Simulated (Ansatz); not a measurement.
Input for Ansatz (a program for electronic structure): R-PBE/def2-TZVPP on H3NSn (SMILES [NH2][SnH]), a point of a torsion scan. Elements past Kr take the def2 small-core potentials; no spin–orbit coupling.

Ansatz 0.2 input:
```yaml
crystal:
  periodic: [false, false, false]
  atoms:
    - {symbol: N, position_ang: [-0.84514453, -0.03340777, -0.24477239]}
    - {symbol: Sn, position_ang: [1.08791080, -0.84395638, -0.43566725]}
    - {symbol: H, position_ang: [-1.49790383, -0.52342025, 0.35951028]}
    - {symbol: H, position_ang: [-0.92484554, 0.94683176, 0.00687328]}
    - {symbol: H, position_ang: [1.72603721, -0.80519261, 1.37285337]}
basis:
  gaussian:
    orbitals: def2-TZVPP
hamiltonian:
  xc: {name: PBE}
scf: {lower_state_search: off}
```

It printed:

```
WARN ansatz: RAYON_NUM_THREADS=1 ignored (pool sized by the plan → 1); use --threads N
Functional definition: PBE
these checks for a lower state are left out or cut short: stability, starts, cluster_reference, orbital_swaps, neighbouring_geometries, increment
integrals: 0.03 GiB planned
720 factors; their error is unknown
mean field: 0.30 GiB planned
mean field evaluation 1: about -7356.3361 eV, gradient 7.7e1 eV
mean field evaluation 2: about -7269.2836 eV, gradient 1.5e2 eV
mean field evaluation 4: about -7367.6130 eV, gradient 1.8e1 eV
mean field evaluation 8: about -7368.3324 eV, gradient 1.4e-1 eV
mean field evaluation 16: about -7368.3239 eV, gradient 1.5e-4 eV
mean field -7368.32393955 eV, -270.7809103490 hartree, gradient 2.6e-6 eV, S^2 0.000000; 0 other end points of the search recorded, 0 dependent functions left out
reference -7368.32397912 eV, -270.7809118032 hartree; 16, 16 occupied and 107, 107 virtual orbitals, 720 factors
Total energy: -7368.32397912 eV, -270.7809118032 hartree
Checks for a lower state left out: stability, starts, cluster_reference, orbital_swaps, neighbouring_geometries, increment
```

The run converged.

Cost: around 0.8 core-seconds (rough).
